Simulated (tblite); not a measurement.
Compound: C6H14Si.
Atom-mapped SMILES: `[CH3:1][CH2:2][SiH2:3][CH2:4][CH:5]1[CH2:6][CH2:7]1` (hydrogens: H8, H9, H10 on C1; H11, H12 on C2; H13, H14 on Si3; H15, H16 on C4; H17 on C5; H18, H19 on C6; H20, H21 on C7)

Geometry (GFN2-xTB, Å), atoms numbered from 1 in this order:
```xyz
21
C6H14Si angstrom
C     -3.435   -0.169   -0.150
C     -2.018   -0.540    0.273
Si    -0.844    0.959    0.307
C      0.839    0.439    1.038
C      1.617   -0.479    0.127
C      2.442    0.102   -0.978
C      3.113   -0.529    0.206
H     -3.438    0.249   -1.154
H     -3.852    0.576    0.524
H     -4.088   -1.041   -0.141
H     -2.055   -1.005    1.260
H     -1.635   -1.301   -0.409
H     -1.422    2.011    1.155
H     -0.655    1.481   -1.053
H      1.435    1.330    1.236
H      0.691   -0.055    2.002
H      1.114   -1.416   -0.083
H      2.479    1.178   -1.065
H      2.484   -0.411   -1.927
H      3.611   -1.478    0.070
H      3.606    0.120    0.915
```

Computed values, GFN2-xTB/tblite, gas phase, harmonic and unscaled. Errors from tens to a few hundred cm⁻¹ against measured bands are possible. Modes of hydrogen on silicon can be 10 to 20 % off. One conformer, not necessarily the lowest.

Harmonic wavenumbers (cm⁻¹): 32.6, 45.7, 68.3, 126.4, 189.1, 223.6, 267.7, 359.4, 370.6, 462.4, 576.6, 667.0, 699.0, 732.8, 752.2, 780.7, 793.2, 813.8, 861.1, 881.1, 972.7, 980.3, 1007.4, 1021.9, 1065.5, 1068.8, 1079.1, 1101.4, 1117.9, 1159.0, 1207.0, 1242.6, 1244.4, 1265.6, 1292.2, 1393.4, 1420.1, 1442.5, 1480.8, 1482.6, 1494.5, 1512.9, 1513.7, 2201.4, 2217.8, 2954.8, 2961.5, 2977.0, 2989.1, 3009.6, 3030.7, 3034.8, 3038.3, 3082.8, 3085.2, 3086.4, 3104.7.

A = 5239, B = 879.5, C = 852.4 MHz; mass 114.086 u (most abundant isotopes); point group C1, symmetry number 1.

Q: What is the zero-point energy?

A: Half the sum of the wavenumbers: 39522 cm⁻¹ = 113.00 kcal/mol.

Q: Give the ideal-gas entropy at 350 K and 1 bar in the rigid-rotor, harmonic-oscillator model (classical rotation).

A: Translation 40.93, rotation 29.27, vibration 35.50: S = 105.7 cal/(mol K).

Q: And Cp and H(350 K) − H(0)?

A: Cp = 43.66 cal/(mol K), of which vibrations give 35.71 (their classical limit is 57 R = 113.3); H(350 K) − H(0) = 8.93 kcal/mol without the zero-point energy, 6.15 from vibrations.

Q: Blend soft modes into free rotors: weight 1/[1 + (100 cm⁻¹/ν̃)⁴] for the oscillator and the rest for a rotor with moment μB/(μ + B), μ = h/(8π²ν), B = 10⁻⁴⁴ kg m². What vibrational entropy results?

A: 31.13 cal/(mol K) in place of 35.50, which changes −T·S at 350 K by +1.53 kcal/mol.

Q: How do the functions run with temperature in this model?

A: 
```csv
T (K),S (cal/(mol K)),Cp (cal/(mol K)),H − H(0) (kcal/mol),G − H(0) (kcal/mol),ln q(vib)
50,59.8,14.2,0.55,-2.44,0.99
100,71.0,18.6,1.37,-5.73,2.50
298.15,99.2,37.8,6.82,-22.75,7.72
373.15,108.6,46.2,9.97,-30.55,9.61
500,123.9,58.8,16.66,-45.30,12.84
750,151.4,76.7,33.77,-79.80,19.16
1000,175.2,88.6,54.52,-120.70,25.21
```

q(vib) and H(0) count from the zero-point level.

Q: What must be added to the electronic energy to get the Gibbs energy at 350 K and 1 bar?

A: ZPE + [H(350 K) − H(0)] − T·S = 113.00 + 8.93 − 37.00 = 84.93 kcal/mol.

Q: Which modes carry the vibrational entropy at 350 K?

A: 32.6 cm⁻¹: 5.98; 45.7 cm⁻¹: 5.31; 68.3 cm⁻¹: 4.52; 126.4 cm⁻¹: 3.31; 189.1 cm⁻¹: 2.54; 223.6 cm⁻¹: 2.22 cal/(mol K); the other 51 give 11.61 together.

Hindered rotation and anharmonicity are outside this model. Other conformers, if any are populated, would add a mixing term that is left out. The structure is chiral; the term R ln 2 for an equal mix with its mirror image is left out.
